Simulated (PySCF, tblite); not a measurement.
Isomers of C5H7ClF (doublet state), one GFN2-xTB conformer each. Single-point energies are computed at B3LYP/pcH-1 (PySCF, gas phase, no added dispersion term), electronic only. GFN2-xTB treats the open shell by occupation alone, and not every SCF solution was tested for stability.

Question: Rank them by B3LYP/pcH-1 energy, lowest first (kJ/mol).
A. `[F:1][C@@H:2]1[CH2:3][CH:4][C@@H:5]([Cl:6])[CH2:7]1` (doublet state) with F1–C2–C3–C4 -140°, C2–C3–C4–C5 2°, C3–C4–C5–Cl6 -98°, C4–C5–C7–C2 -29°
B. `[F:1][C@@H:2]1[CH:3][C@@H:4]([Cl:5])[CH2:6][CH2:7]1` (doublet state) with F1–C2–C3–C4 -114°, C2–C3–C4–Cl5 -100°, C3–C4–C6–C7 -29°, C4–C6–C7–C2 32°

Answer: A (0.0), B (2.5).

Neighbours under 21 kJ/mol apart (F[C@@H]1C[CH][C@@H](Cl)C1 and F[C@@H]1[CH][C@@H](Cl)CC1) can change places with a better method, another conformer or zero-point energy. GFN2-xTB itself gives, in the same order: 0.0, 8.3. Both levels put the same isomer lowest.

Question: What happens when harmonic zero-point energies from GFN2-xTB frequencies are added?

Answer: 
```
                   SMILES  ZPE (kJ/mol)  electronic (kJ/mol)  with ZPE (kJ/mol)
F[C@@H]1C[CH][C@@H](Cl)C1         279.0                  0.0                0.0
F[C@@H]1[CH][C@@H](Cl)CC1         279.8                  2.5                3.3
```

The zero-point energies span 0.8 kJ/mol. The order is unchanged.

Question: As an exercise, what shares would exp(−E/RT) give at 298.15 K from these electronic energies alone (no entropy, no degeneracies)?

Answer: RT = 2.479 kJ/mol: F[C@@H]1C[CH][C@@H](Cl)C1 73.5 %, F[C@@H]1[CH][C@@H](Cl)CC1 26.5 %.
